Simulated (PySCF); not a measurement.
## I²⁺ (iodine, charge +2) across methods

[Kr] 4d10 5s1 5p4, high-spin 4P determinant (an excited configuration). Calculation: PySCF 2.14, in aug-cc-pVTZ-PP with one added diffuse shell each of d, f type with ECP28MDF (6s5p5d3f, 67 functions); scalar relativity through the core potential.

```tsv
method	E (hartree)	mean ε 5s α (eV)	mean ε 5p α (eV)	mean ε 5p β (eV)	Σ⟨r²⟩ (bohr²)	⟨S²⟩
LDA	-293.7396	-38.077	-26.186	-23.982	41.01	3.752
r2SCAN	-294.3133	-38.915	-26.665	-23.796	40.96	3.756
UHF	-293.25337	-46.360	-31.091	-25.868	41.56	3.758
PW91	-294.2756	-37.967	-26.157	-23.837	41.00	3.753
PBE	-294.1720	-37.889	-26.100	-23.767	41.02	3.753
TPSS	-294.0779	-38.076	-26.228	-23.739	41.04	3.753
BP86	-294.3088	-37.985	-26.177	-23.956	40.95	3.752
PBE0	-294.1997	-40.244	-27.550	-24.624	41.04	3.753
```

(1) Estimate the same row for B97-3.

Energies and moments cover only the electrons outside the core potential.

Answers

(1) E (hartree) = -294.2511; mean ε 5s α (eV) = -40.255; mean ε 5p α (eV) = -27.495; mean ε 5p β (eV) = -24.574; Σ⟨r²⟩ (bohr²) = 41.02; ⟨S²⟩ = 3.753.
